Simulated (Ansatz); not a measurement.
`[CH3][SnH2][Zn][F]`. Total charge 0; spin multiplicity 1. Sn takes the def2 core potential. The geometry is a stationary point of PBE0-D4/def2-TZVP. It is one conformer, not always the lowest.

```xyz
9

C     1.024    0.869   -0.805
Sn   -0.621    0.330    0.464
Zn   -0.860   -2.190    0.717
F    -1.013   -3.943    0.881
H     1.080    1.955   -0.879
H     0.882    0.450   -1.800
H     1.957    0.492   -0.388
H    -0.389    1.049    2.001
H    -2.060    0.988   -0.191
```

Problem. What is the dipole moment at r2SCAN/def2-TZVPP? (An estimate is asked.)

Solution. Ansatz gave: 3.07 D, with components (0.90, 2.84, -0.76) D in this frame, pointing from negative to positive charge.

Problem. And with PBE, B3LYP, ωB97M-V? (Estimate.)

Solution. The calculation gave: PBE 3.06 D, B3LYP 3.12 D, ωB97M-V 2.90 D.

Problem. Give the Mulliken charges with r2SCAN, B3LYP, ωB97M-V in def2-TZVPP. (An estimate is asked.)

Solution. Ansatz gave: 
| atom | r2SCAN | B3LYP | ωB97M-V |
| --- | --- | --- | --- |
| C1 | -0.47 | -0.58 | -0.61 |
| Sn2 | 0.55 | 0.64 | 0.45 |
| Zn3 | 0.37 | 0.34 | 0.42 |
| F4 | -0.50 | -0.51 | -0.51 |
| H5 | 0.10 | 0.13 | 0.15 |
| H6 | 0.10 | 0.12 | 0.14 |
| H7 | 0.10 | 0.12 | 0.14 |
| H8 | -0.13 | -0.13 | -0.09 |
| H9 | -0.13 | -0.13 | -0.09 |

B3LYP here is the variant with VWN-RPA as its local correlation; programs differ in this.
